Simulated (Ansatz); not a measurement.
Species: sum formula GaClF₂, net charge 0, singlet state. SMILES: [Cl][Ga]([F])[F]
Geometry from a B3LYP-D3(BJ)/def2-TZVP (Ansatz, an electronic-structure program) optimisation:
```
Ga
F 1 1.7390
F 1 1.7390 2 116.52
Cl 1 2.1100 2 121.74 3 -180.00
```

Wanted: vertical electron affinity (to the doublet state of charge -1; a negative value means that the extra electron is unbound and the number depends on the basis; each state is the SCF solution reached for its spin), in eV. Valence correlation only, unless marked. UHF or UKS for open shells. Spin-orbit coupling is left out. Frozen are the shells of the preceding noble gas and the d and f shells that filled before the atom's block. No relativistic terms. Anions need diffuse functions: def2-D sets add few. CBS marks a two-point X^-3 extrapolation of the correlation energy; Hartree-Fock from the larger set. [CCSD(T)-MP2]/basis is that difference in the basis named.

| level | program | vertical electron affinity (eV) |
|---|---|---|
| HF/def2-SVPD | Ansatz | -0.27 |
| B3LYP/def2-TZVPD | Ansatz | 0.79 |
| BHLYP/def2-TZVPD | Ansatz | 0.52 |
| MP2/def2-QZVPPD | Ansatz | 0.34 |
| RI-MP2/CBS(def2-TZVPPD,def2-QZVPPD) | Ansatz | 0.33 |
| CCSD/def2-QZVPPD | Ansatz | 0.31 |
| CCSD(T)/def2-TZVPPD | Ansatz | 0.33 |
| RI-MP2/CBS(def2-TZVPPD,def2-QZVPPD)+[CCSD(T)-MP2]/def2-TZVPPD | Ansatz | 0.36 |
| RI-MP2/CBS(def2-TZVPPD,def2-QZVPPD)+[CCSD(T)-MP2]/def2-QZVPPD | Ansatz | 0.38 |
